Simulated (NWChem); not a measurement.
C$_{2}$H$_{7}$BSe; SMILES CB(C)[SeH]

```xyz
11

B     -0.0052    -0.8979     0.0209
C      1.3756    -1.6561    -0.0623
H      1.3604    -2.3946    -0.8764
H      1.5202    -2.2368     0.8614
H      2.2590    -1.0226    -0.1943
C     -1.3744    -1.6776     0.0170
H     -1.5833    -2.0045    -1.0138
H     -2.2422    -1.1024     0.3548
H     -1.3127    -2.5971     0.6146
Se     0.0802     1.0553     0.0970
H     -1.3748     1.3188     0.1981
```
Atoms are numbered in this order, from 1.

Program: NWChem. Structure relaxed at the B3LYP/6-31G* (spherical d) level. Vzz is the largest principal value of the second derivative of the potential at the nucleus (NWChem prints the opposite sign); η is the asymmetry. Non-relativistic.

| level | Vzz B1 (a.u.) | η B1 | Vzz Se10 (a.u.) | η Se10 |
|---|---|---|---|---|
| PBE0/def2-TZVP | 0.463 | 0.52 | 3.499 | 0.59 |
| PBE0/def2-SVP | 0.421 | 0.49 | 3.706 | 0.56 |
| CAM-B3LYP/def2-SVP | ? | 0.46 | ? | 0.59 |

### Question
What belongs in the gaps?

### Answer

- CAM-B3LYP/def2-SVP, Vzz B1 (a.u.): 0.447
- CAM-B3LYP/def2-SVP, Vzz Se10 (a.u.): 3.935
